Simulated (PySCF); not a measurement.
Species: NbSMe3, C3H9NbS (singlet state).
Bonds: Nb1–S2, Nb1–C3, Nb1–C7, Nb1–C11. Hydrogens: H4, H5, H6 on C3; H8, H9, H10 on C7; H12, H13, H14 on C11.

Computed by this run: PBE0-D3(BJ)/def2-SVP geometry optimisation, gas phase, def2 core potentials past Kr (PySCF 2.14.0); density fitting, grid level 1; the optimiser is geomeTRIC in internal coordinates, started from a GFN2-xTB structure with every atom displaced at random (about 0.03 Å).

Step 0: E = -15630.2756 eV
```
atom  x, y, z in Å  |  force x, y, z in eV/Å
Nb1     0.0745   -0.0561    0.2805   -1.874   1.173   2.418
S2     -0.0046    0.0074    2.4896    0.220  -0.146  -2.277
C3      2.1501   -0.0155   -0.1915    2.166   1.367   0.616
H4      2.8456    0.8333    0.2953   -1.777  -1.402  -0.868
H5      2.3984    0.0225   -1.2793   -0.331  -0.023   0.152
H6      2.6608   -0.9186    0.2015   -0.277  -0.185  -0.046
C7     -1.1036    1.8892   -0.1664    1.412  -1.547   1.458
H8     -2.0998    1.8611    0.2389   -0.894  -0.445   0.591
H9     -1.2394    2.0739   -1.1928    0.041   0.239  -2.120
H10    -0.6639    2.7819    0.2875    0.474   0.092   0.131
C11    -1.1022   -1.8917   -0.1509    0.723   3.245  -2.088
H12    -2.0897   -1.8549    0.2203   -1.649   0.393   0.731
H13    -0.6719   -2.7230    0.2516    1.690  -2.855   1.459
H14    -1.1737   -2.0532   -1.2411    0.076   0.093  -0.157
```

Step 1: E = -15631.0600 eV
```
atom  x, y, z in Å  |  force x, y, z in eV/Å
Nb1     0.0427   -0.0236    0.2945   -0.951   0.661   0.353
S2     -0.0187    0.0225    2.4163    0.125  -0.064   0.128
C3      2.1065   -0.0042   -0.1861    1.240   0.275   0.100
H4      2.7277    0.8105    0.2812   -0.651  -0.281  -0.223
H5      2.3269    0.0350   -1.2740   -0.223  -0.034   0.025
H6      2.5966   -0.9199    0.2044   -0.217  -0.100  -0.083
C7     -1.0635    1.8136   -0.1521    0.255  -0.512   0.143
H8     -2.0775    1.7556    0.2709   -0.105  -0.150   0.113
H9     -1.1794    1.9883   -1.2289    0.107   0.029  -0.346
H10    -0.5962    2.6980    0.3089    0.146  -0.004  -0.028
C11    -1.0699   -1.8124   -0.1532    0.272   0.446  -0.514
H12    -2.0928   -1.7580    0.2336   -0.228   0.087   0.149
H13    -0.5959   -2.6937    0.2778    0.209  -0.374   0.208
H14    -1.1261   -1.9556   -1.2503    0.022   0.020  -0.026
```

Task: Estimate the geometry and energy of step 2. (The exact step hangs on the optimiser's Hessian estimate; all steps are aligned on step 1, rigid shifts and turns removed.)

Result: E = -15631.1591 eV, largest force 0.792 eV/Å
```
atom  x, y, z in Å  |  force x, y, z in eV/Å
Nb1     0.0122    0.0080    0.3464    0.298  -0.338   0.651
S2     -0.0151    0.0307    2.4838    0.053  -0.024  -0.104
C3      2.0877    0.0064   -0.1844    0.054  -0.353  -0.214
H4      2.6614    0.8230    0.2634    0.052   0.315   0.161
H5      2.2442    0.0479   -1.2804   -0.109  -0.007  -0.006
H6      2.5593   -0.9260    0.1841   -0.109   0.006  -0.038
C7     -1.0343    1.7551   -0.1485   -0.332   0.442  -0.258
H8     -2.0574    1.6940    0.2657    0.029   0.013  -0.013
H9     -1.1115    1.8945   -1.2450    0.048  -0.022   0.016
H10    -0.5540    2.6444    0.2936    0.001   0.016  -0.025
C11    -1.0553   -1.7643   -0.1609    0.024  -0.081  -0.200
H12    -2.0894   -1.7166    0.2228    0.022  -0.006   0.002
H13    -0.5746   -2.6619    0.2657   -0.027   0.027   0.005
H14    -1.0925   -1.8789   -1.2630   -0.003   0.012   0.022
```

The energy changes by -0.0991 eV. The first-order estimate −F·Δx gives -0.2131 eV and the mean of the old and new forces, exact on a quadratic surface, -0.0965 eV. The step makes an angle of 68° with the force vector and moves no atom by more than 0.117 Å.

What follows is the cost of the whole optimisation. Time: 90 s of wall time; peak memory 0.57 GiB. Hardware: one thread of an Arm Neoverse V1, no GPU (shared host).
